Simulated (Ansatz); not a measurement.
The cation of C$_{3}$InN$_{3}$O$_{3}$, SMILES `O=C=[N][In]([N]=C=O)[N]=C=O` at the neutral geometry.

```yaml
crystal:
  periodic: [false, false, false]
  atoms:
    - {symbol: O, position_ang: [0.129705, -4.034297, -0.566850]}
    - {symbol: C, position_ang: [-0.088985, -2.980903, -0.123780]}
    - {symbol: N, position_ang: [-0.359435, -1.927854, 0.400266]}
    - {symbol: In, position_ang: [0.010748, -0.005313, 0.001786]}
    - {symbol: N, position_ang: [1.079264, 0.492860, -1.611347]}
    - {symbol: C, position_ang: [1.454840, 1.527605, -2.106266]}
    - {symbol: O, position_ang: [1.853385, 2.479378, -2.643913]}
    - {symbol: N, position_ang: [-0.686404, 1.419154, 1.217086]}
    - {symbol: C, position_ang: [-1.341984, 1.438012, 2.230278]}
    - {symbol: O, position_ang: [-1.967933, 1.540160, 3.205740]}
basis:
  gaussian: {orbitals: def2-TZVPP}
total_charge: 1
magnetization: {spin_polarized: true, initial_magnetization: 1}
hamiltonian: {xc: pbe0, dispersion: d4}
```

```sh
$ ansatz run in.yaml --threads 2 --pin off --events-out ev --progress --plain --max-ram 32768MiB --backend cuda --devices 0, --max-vram 18GiB
```

Output, abridged:

```
Functional definition: PBE0
1939 factors; their error is unknown
mean field evaluation 1: about -18858.6728 eV, gradient 7.2e1 eV
mean field evaluation 2: about -18818.7813 eV, gradient 1.1e2 eV
mean field evaluation 4: about -18874.9924 eV, gradient 1.9e1 eV
mean field evaluation 8: about -18877.1843 eV, gradient 1.8e0 eV
mean field evaluation 16: about -18877.1997 eV, gradient 6.0e-2 eV
mean field evaluation 32: about -18877.2953 eV, gradient 7.7e-4 eV
mean field evaluation 96: about -18877.2953 eV, gradient 7.1e-4 eV
mean field -18877.29531618 eV, -693.7278073793 hartree, gradient 3.0e-6 eV, S^2 0.764306; 18 other end points of the search recorded, 0 dependent functions left out
reference -18877.29535035 eV, -693.7278086348 hartree; 42, 41 occupied and 287, 288 virtual orbitals, 1939 factors
Total energy: -18877.52619049 eV, -693.7362918537 hartree
```

Run time 67 s (2 threads of an AMD EPYC 7R13 on a shared host and a share of an NVIDIA H100 80 GB); peak host memory 0.98 GiB.
